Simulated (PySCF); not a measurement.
C3H9B, SMILES CCCB (GFN2-xTB optimised geometry):

```
13

B      1.825    -0.591     0.000
C      0.258    -0.591     0.000
C     -0.441     0.771     0.000
C     -1.959     0.635     0.014
H      2.435     0.406     0.048
H      2.392    -1.613    -0.044
H     -0.104    -1.172    -0.855
H     -0.084    -1.159     0.873
H     -0.138     1.332    -0.886
H     -0.122     1.341     0.875
H     -2.435     1.613     0.009
H     -2.288     0.100     0.903
H     -2.302     0.084    -0.861
```

Method: PBE0/def2-TZVP run with PySCF.

Q: What are the frontier orbital energies and the dipole moment?

A: HOMO-2 -9.30 eV, HOMO-1 -8.92 eV, HOMO -8.65 eV, LUMO -1.29 eV, LUMO+1 1.15 eV; dipole moment 0.55 D.

Meta-Löwdin charges at PBE0/def2-TZVP: B1 0.03, C2 -0.32, C3 -0.18, C4 -0.35, H5 0.01, H6 0.01, H7 0.13, H8 0.13, H9 0.10, H10 0.10, H11 0.11, H12 0.11, H13 0.11.
